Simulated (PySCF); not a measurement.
# 19F chemical shifts

- shieldings: GIAO PBE0/pcSseg-1
- GFN2-xTB structure
- code: PySCF
- one conformer, rapidly exchanging positions averaged, in vacuum, relativity neglected

Shieldings were converted by a linear fit to measured shifts: 19F (scatter 6.0 ppm rms, 7.0 ppm with the 5 outliers that the fit left out vs CFCl3, solution or neat liquid, with a term for F on sp3 carbon). A few per cent of atoms miss by over 2 rms, more outside the fitted compound classes.

Give the 19F shifts of `F[C@@H]1CCC[C@H]1F`, `C[C@H](F)/C=C/CF`, `FC(F)[C@@H](Cl)[C@@H](Cl)[C@H]1C[SiH2]1`, `O[SiH2]OCOC(F)(F)F`.

## Answers


```csv
compound,environment,δ (ppm)
F[C@@H]1CCC[C@H]1F,fluorine on an sp3 carbon (×2),-182.1
[CH3:1][C@H:2]([F:3])/[CH:4]=[CH:5]/[CH2:6][F:7],F3: fluorine on an sp3 carbon,-189.6
[CH3:1][C@H:2]([F:3])/[CH:4]=[CH:5]/[CH2:6][F:7],F7: fluorine on an sp3 carbon,-229.5
[F:1][CH:2]([F:3])[C@@H:4]([Cl:5])[C@@H:6]([Cl:7])[C@H:8]1[CH2:9][SiH2:10]1,F1: fluorine of a CF2 group,-118.2
[F:1][CH:2]([F:3])[C@@H:4]([Cl:5])[C@@H:6]([Cl:7])[C@H:8]1[CH2:9][SiH2:10]1,F3: fluorine of a CF2 group,-120.6
O[SiH2]OCOC(F)(F)F,fluorine of an OCF3 group (×3),-59.3
```
